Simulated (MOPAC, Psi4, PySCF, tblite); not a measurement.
Approach curve of the dimer CH2O2 ··· CHN (SMILES O=CO and C#N), singlet. Monomers: optimised at B3LYP-D3(BJ) (def2-TZVP), held rigid. Orientation: a random orientation, not optimised. R is the distance of the centres of mass, along which the second monomer moves.

Geometry at R = 3.73 Å (first 5 atoms: monomer A):
```
8

O      0.8136    -0.5324    -0.0621
C     -0.4198     0.0009    -0.0491
O     -0.6803     1.1288     0.2544
H      1.4376     0.1588     0.2164
H     -1.1510    -0.7561    -0.3596
C     -3.9779     0.0603     0.5172
N     -3.3390    -0.0666     1.4603
H     -4.5725     0.1784    -0.3605
```

Levels of theory: GFN2-xTB (tblite); RKS-B3LYP/6-311+G** = restricted B3LYP/6-311+G**, spherical d, no counterpoise correction run with PySCF; AM1, restricted, heats of formation (MOPAC); SAPT0/jun-cc-pVDZ, frozen core (Psi4).

Interaction energies in kcal/mol; the last columns give the difference from SAPT0:

| R / Å | GFN2-xTB | RKS-B3LYP/6-311+G** | AM1 | SAPT0/jun-cc-pVDZ | GFN2-xTB − SAPT0/jun-cc-pVDZ | RKS-B3LYP/6-311+G** − SAPT0/jun-cc-pVDZ | AM1 − SAPT0/jun-cc-pVDZ |
|---|---|---|---|---|---|---|---|
| 3.10 | 3.51 | 8.74 | 7.98 | 7.56 | -4.05 | 1.18 | 0.41 |
| 3.36 | 0.70 | 3.62 | 2.33 | 2.74 | -2.04 | 0.89 | -0.41 |
| 3.54 | -0.02 | 1.99 | 1.04 | 1.24 | -1.26 | 0.75 | -0.19 |
| 3.73 | -0.31 | 1.09 | 0.59 | 0.46 | -0.77 | 0.64 | 0.13 |
| 3.93 | -0.39 | 0.63 | 0.43 | 0.10 | -0.48 | 0.53 | 0.33 |
| 4.14 | -0.37 | 0.39 | 0.33 | -0.04 | -0.32 | 0.43 | 0.37 |
| 4.39 | -0.30 | 0.26 | 0.23 | -0.07 | -0.22 | 0.33 | 0.30 |
| 4.70 | -0.20 | 0.18 | 0.14 | -0.05 | -0.16 | 0.23 | 0.19 |
| 5.24 | -0.08 | 0.12 | 0.07 | 0.01 | -0.09 | 0.11 | 0.06 |
| 5.91 | -0.01 | 0.08 | 0.04 | 0.04 | -0.04 | 0.04 | 0.00 |
| 6.95 | 0.03 | 0.05 | 0.03 | 0.04 | -0.02 | 0.01 | -0.02 |
| 8.24 | 0.03 | 0.03 | 0.02 | 0.03 | 0.00 | 0.00 | -0.02 |

GFN2-xTB is furthest from SAPT0/jun-cc-pVDZ at 3.10 (-4.05 kcal/mol, below); its mean absolute difference over the points is 0.79 kcal/mol.

RKS-B3LYP/6-311+G** is furthest from SAPT0/jun-cc-pVDZ at 3.10 (1.18 kcal/mol, above); its mean absolute difference over the points is 0.43 kcal/mol.

AM1 is furthest from SAPT0/jun-cc-pVDZ at 3.10 (0.41 kcal/mol, above); its mean absolute difference over the points is 0.20 kcal/mol.
